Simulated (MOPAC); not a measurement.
Input for MOPAC: PM6 on CdFHO (SMILES [OH][Cd][F]), a point of a bond scan (R = 2.216 Å).

```
PM6 1SCF PRECISE CHARGE=0 THREADS=1
CdFHO

Cd     0.00856396 1     0.00630545 1    -0.00125543 1
F      1.25509041 1     0.92057288 1    -1.17515466 1
O     -1.31759942 1    -0.96697864 1     1.07688400 1
H     -0.96912403 1    -0.70250130 1     3.24968597 1
```

It printed:

```
*******************************************************************************
 **                                                                           **
 **                              MOPAC v23.2.5                                **
 **                                                                           **
 *******************************************************************************
 ** MOPAC's Digital Object Identifier: https://doi.org/10.5281/zenodo.6511958 **
 **                                                                           **
 ** Please cite the open-source release paper for use of this MOPAC version:  **
 ** J. E. Moussa and J. J. P. Stewart (2026)                                  **
 ** MOPAC: An open-source semiempirical molecular orbital program             **
 ** J. Open Source Softw., 11(119), 8025, https://doi.org/10.21105/joss.08025 **
 *******************************************************************************

                              PM6 CALCULATION RESULTS

 *******************************************************************************
 *  PM6        - The PM6 Hamiltonian to be used
 *
 *
 *
 *                 CHARGE ON SYSTEM = 0
 *
 *
 *
 *  PRECISE    - TIGHTER CRITERIA TO BE USED
 *  1SCF       - DO 1 SCF AND THEN STOP
 *  THREADS=1  - MULTI-THREADING NOT USED
 *  T=         - A TIME OF 172800.0 SECONDS REQUESTED
 *  DUMP=N     - RESTART FILE WRITTEN EVERY 7200.0 SECONDS REQUESTED
 *******************************************************************************
PM6 1SCF PRECISE CHARGE=0 THREADS=1
 CdFHO

   ATOM   CHEMICAL          X               Y               Z
  NUMBER   SYMBOL      (ANGSTROMS)     (ANGSTROMS)     (ANGSTROMS)

     1      Cd          0.00856396  *   0.00630545  *  -0.00125543  *
     2       F          1.25509041  *   0.92057288  *  -1.17515466  *
     3       O         -1.31759942  *  -0.96697864  *   1.07688400  *
     4       H         -0.96912403  *  -0.70250130  *   3.24968597  *



          CARTESIAN COORDINATES

    NO.       ATOM           X           Y           Z

     1        Cd          0.0086      0.0063     -0.0013
     2         F          1.2551      0.9206     -1.1752
     3         O         -1.3176     -0.9670      1.0769
     4         H         -0.9691     -0.7025      3.2497

 General Reference for PM6:
 "Optimization of Parameters for Semiempirical Methods V: Modification of NDDO Approximations
 and Application to 70 Elements", J. J. P. Stewart, J. Mol. Mod., 13, 1173-1213 (2007)
 URL: https://link.springer.com/article/10.1007/s00894-007-0233-4

           Empirical Formula: H O Cd F  =     4 atoms



      MOLECULAR POINT GROUP   :   Cs


      RHF CALCULATION, NO. OF DOUBLY OCCUPIED LEVELS = 8


 -------------------------------------------------------------------------------
 PM6 1SCF PRECISE CHARGE=0 THREADS=1
 CdFHO



     1SCF WAS SPECIFIED, SO BFGS WAS NOT USED
     SCF FIELD WAS ACHIEVED


                              PM6 CALCULATION
                                                       MOPAC v23.2.5 Linux




          FINAL HEAT OF FORMATION =        112.54714 KCAL/MOL =     470.89724 KJ/MOL


          COSMO AREA              =         92.50 SQUARE ANGSTROMS
          COSMO VOLUME            =         66.87 CUBIC ANGSTROMS

          IONIZATION POTENTIAL    =          9.331554 EV
          HOMO LUMO ENERGIES (EV) =         -9.332 -2.645
          NO. OF FILLED LEVELS    =          8
          MOLECULAR WEIGHT        =        148.4157         POINT GROUP:  Cs

          MOLECULAR DIMENSIONS (Angstroms)

            Atom       Atom       Distance
            H     4    F     2     5.21159
            O     3    F     2     1.51935
            H     4   Cd     1     0.00000


          SCF CALCULATIONS        =          1





   ATOM   CHEMICAL          X               Y               Z
  NUMBER   SYMBOL      (ANGSTROMS)     (ANGSTROMS)     (ANGSTROMS)

     1      Cd          0.00856396  *   0.00630545  *  -0.00125543  *
     2       F          1.25509041  *   0.92057288  *  -1.17515466  *
     3       O         -1.31759942  *  -0.96697864  *   1.07688400  *
     4       H         -0.96912403  *  -0.70250130  *   3.24968597  *

                             CARTESIAN COORDINATES

   1   Cd        0.008563960     0.006305450    -0.001255430
   2    F        1.255090410     0.920572880    -1.175154660
   3    O       -1.317599420    -0.966978640     1.076884000
   4    H       -0.969124030    -0.702501300     3.249685970


           Empirical Formula: H O Cd F  =     4 atoms



      MOLECULAR POINT GROUP   :   Cs


                  EIGENVALUES
 -35.26722 -22.71106 -12.39457 -12.39241 -11.94861 -10.31005  -9.96428  -9.33155
  -2.64501  -0.46762   2.84921   2.94400   6.74603


              NET ATOMIC CHARGES AND DIPOLE CONTRIBUTIONS

  ATOM NO.   TYPE          CHARGE      No. of ELECS.   s-Pop       p-Pop
    1         Cd           1.070553        0.9294     0.49624     0.43321
    2          F          -0.649674        7.6497     1.95330     5.69637
    3          O          -0.875355        6.8754     1.86857     5.00679
    4          H           0.454476        0.5455     0.54552
 DIPOLE           X         Y         Z       TOTAL
 POINT-CHG.    -0.448    -0.308     6.227     6.250
 HYBRID         0.465     0.341    -0.495     0.759
 SUM            0.016     0.032     5.732     5.732


          ATOMIC ORBITAL ELECTRON POPULATIONS

     Atom    s        px        py        pz
    1 Cd   0.49624   0.16801   0.11902   0.14617
    2  F   1.95330   1.87846   1.92700   1.89091
    3  O   1.86857   1.67640   1.80294   1.52745
    4  H   0.54552

 **********************
 *                    *
 * JOB ENDED NORMALLY *
 *                    *
 **********************




 == MOPAC DONE ==
```

The run finished.

Cost: about 0.03 core-seconds (a rough figure).
